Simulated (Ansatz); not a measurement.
The same ligand exchange along the group F, Cl, Br.

Gas-phase electronic energies from Ansatz, PBE0-D4/def2-TZVP geometries. CCSD(T)/CBS adds triple-zeta CCSD(T) − MP2 to the extrapolated MP2 energy (def2 sets, frozen cores). This one scheme is used for every species. For Br, Ga, Se outer-core shells are correlated without core-valence functions, which leaves a few kJ/mol of doubt a bond. Scalar relativity is left out up to krypton. Each species was taken in one conformer, which may not be the lowest.

```
                                       reaction  CCSD(T)/CBS(def2) (kcal/mol)
 `[OH][GaH][F]` + H₂Se → `[OH][GaH][SeH]` + H–F                          -5.6
`[OH][GaH][Cl]` + H₂Se → `[OH][GaH][SeH]` + HCl                             ?
`[OH][GaH][Br]` + H₂Se → `[OH][GaH][SeH]` + HBr                           6.8
```

(1) Fill in the missing values. (Estimate.)

Largest T1 diagnostic: 0.015, for `[OH][GaH][F]`.

Answers

(1) The calculation gave: `[OH][GaH][Cl]` + H₂Se → `[OH][GaH][SeH]` + HCl: +4.2 kcal/mol.
